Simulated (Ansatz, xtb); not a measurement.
## Cl2FH3NOSi+: where a starting geometry ends

The starting geometry of this gas-phase singlet has its atoms placed at random.

```yaml
atoms:
  - { symbol: Cl, position_ang: [-1.3724, -0.8192, 0.6579] }
  - { symbol: Cl, position_ang: [-1.0106, 1.7299, -0.9829] }
  - { symbol: F, position_ang: [0.0974, -0.6636, 1.7376] }
  - { symbol: N, position_ang: [1.0513, -0.0187, -0.6208] }
  - { symbol: O, position_ang: [1.5260, -1.2631, 0.5673] }
  - { symbol: Si, position_ang: [-1.1134, -0.0275, -1.5163] }
  - { symbol: H, position_ang: [-0.4994, -1.5947, -0.3064] }
  - { symbol: H, position_ang: [-0.2854, 0.6930, -2.3975] }
  - { symbol: H, position_ang: [-1.8387, -0.4243, -0.4597] }
```

Task: One run relaxed it with r2SCAN-D4/def2-SVP. What is a likely outcome?

Result: It falls apart into ClH2NOSi + ClH + F (formulas without charges). Distances that change by over a tenth: Cl1–F3 (1.83 → 2.34 Å), Cl1–H7 (1.51 → 1.29 Å), Si6–H9 (1.34 → 1.48 Å). Contacts that open: Cl1–Si6 (2.33 → 4.19 Å), Cl1–H9 (1.27 → 3.47 Å). Contacts that close: N4–O5 (1.78 → 1.14 Å), N4–Si6 (2.34 → 2.04 Å).

The energy falls by 15.78 eV over 40 steps:

| step | E − E(last) (eV) |
| --- | --- |
| 1 | 15.784 |
| 5 | 3.487 |
| 10 | 1.982 |
| 14 | 1.599 |
| 18 | 0.957 |
| 23 | 0.527 |
| 27 | 0.254 |
| 31 | 0.112 |
| 36 | 0.002 |
| 40 | 0.000 |

Final geometry (Å):

```xyz
9

Cl   -2.2161   -1.4076    1.5300
Cl   -1.0068    1.8588   -0.3911
F    -0.0725   -0.9899    0.6994
N     1.3861   -0.0176   -1.0292
O     1.5197   -0.5852   -0.0518
Si   -0.4508    0.4945   -1.7567
H    -1.4796   -1.9722    2.4319
H    -0.0313    1.0649   -3.0463
H    -1.0939   -0.8339   -1.7068
```

From the same start GFN2-xTB ends elsewhere, in pieces: ClFH2NOSi + ClH.

From so rough a start the end depends on the optimiser's path, so another program may land elsewhere. No frequencies were run, so the end isn't proven a minimum. Run with Ansatz 0.2.0, 70 s on 2 threads of Intel(R) Xeon(R) 6975P-C (Granite Rapids) (shared host).
